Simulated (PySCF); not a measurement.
**Electronic absorption of n-GeGeGeGeGeGeH14**

Species: n-GeGeGeGeGeGeH14.
Bonds: Ge1–Ge2, Ge2–Ge3, Ge3–Ge4, Ge4–Ge5, Ge5–Ge6. Hydrogens: H7, H8, H9 on Ge1; H10, H11 on Ge2; H12, H13 on Ge3; H14, H15 on Ge4; H16, H17 on Ge5; H18, H19, H20 on Ge6.

Computed, not measured: TDDFT wB97X-D/def2-SVPD, vertical, gas phase, core orbitals frozen in the response (PySCF). Isolated species at its PBE0-D3(BJ)/def2-SVP geometry (one conformer only). The wB97X-D/def2-SVPD calculation is non-relativistic and has no spin–orbit coupling, an omission that weighs most on germanium.

| state | E (eV) | E (hartree) | f | \|μ\| (D) | main configurations (H = HOMO, L = LUMO) |
| --- | --- | --- | --- | --- | --- |
| S1 | 6.42 | 0.2360 | 0.0019 | 0.28 | H→L (52%), H→L+3 (12%) |
| S2 | 6.50 | 0.2387 | 0.0022 | 0.30 | H-1→L (52%), H-1→L+1 (17%) |
| S3 | 6.51 | 0.2393 | 0.227 | 3.03 | H→L (25%), H-1→L+4 (19%), H-1→L+5 (14%) |
| S4 | 6.61 | 0.2428 | 0.158 | 2.51 | H-1→L+5 (37%), H→L+1 (25%), H→L+2 (11%) |
| S5 | 6.66 | 0.2446 | 0.069 | 1.65 | H-1→L+1 (32%), H-1→L (29%) |
| S6 | 6.70 | 0.2461 | 0.0098 | 0.62 | H→L+1 (32%), H→L+2 (28%) |
| S7 | 6.76 | 0.2483 | 0.046 | 1.34 | H-1→L+2 (52%), H→L+1 (11%) |
| S8 | 6.83 | 0.2511 | 0.052 | 1.42 | H→L+2 (20%), H→L+5 (13%), H→L+3 (11%) |
| S9 | 6.90 | 0.2535 | 0.179 | 2.61 | H-2→L (55%) |
| S10 | 6.94 | 0.2550 | 0.100 | 1.95 | H→L+3 (15%), H-2→L+2 (13%), H→L+5 (10%) |
| S11 | 6.98 | 0.2563 | 0.124 | 2.16 | H-2→L+1 (35%), H→L+5 (26%) |
| S12 | 7.06 | 0.2594 | 0.033 | 1.12 | H-1→L+3 (19%), H-2→L+1 (15%), H→L+6 (12%) |
| S13 | 7.08 | 0.2602 | 0.047 | 1.33 | H-2→L+2 (31%), H→L+3 (11%), H→L+5 (8%) |
| S14 | 7.21 | 0.2650 | 0.083 | 1.75 | H-3→L (69%) |
| S15 | 7.27 | 0.2672 | 0.017 | 0.78 | H-2→L+3 (30%), H-1→L+3 (9%) |

Triplets (Tamm–Dancoff): T1 5.89 eV, H-1→L+1 (52%); T2 5.92 eV, H→L (22%), H→L+1 (16%), H-1→L+4 (13%); T3 5.97 eV, H→L (26%), H-1→L+2 (23%), H→L+2 (11%); T4 6.03 eV, H-1→L (41%), H→L (9%).

The lowest singlet lies at 6.42 eV (193 nm, vacuum ultraviolet) and is very weak; its leading configuration is HOMO→LUMO (52%). The most intense listed level is S3 at 6.51 eV (190 nm, f = 0.227), 0.09 eV above S1. Löwdin shares by element: HOMO germanium 66% or more (atoms not listed hold the other 34%); LUMO germanium 48% or more (atoms not listed hold the other 52%). The oscillator strengths of these states sum to 1.150; summed over the whole spectrum of an exact calculation they would give the number of electrons, 206 (Thomas–Reiche–Kuhn). Orbital energies (eV): HOMO-3 -10.18, HOMO-2 -9.80, HOMO-1 -9.41, HOMO -9.37, LUMO 1.04, LUMO+1 1.10, LUMO+2 1.13. Of the 15 states listed, 12 reach f = 0.01 and none stays under 0.0005. Only the lowest 15 singlets were computed, as vertical energies without vibronic structure.

Time: 3.8 min wall, 8.0 min CPU (with the writing of density and orbital grids); peak memory 3.0 GiB. Hardware: 2 threads, Intel Xeon Platinum 8259CL at 2.50 GHz (x86_64), shared host with 96 logical CPUs at a one-minute load of 44.
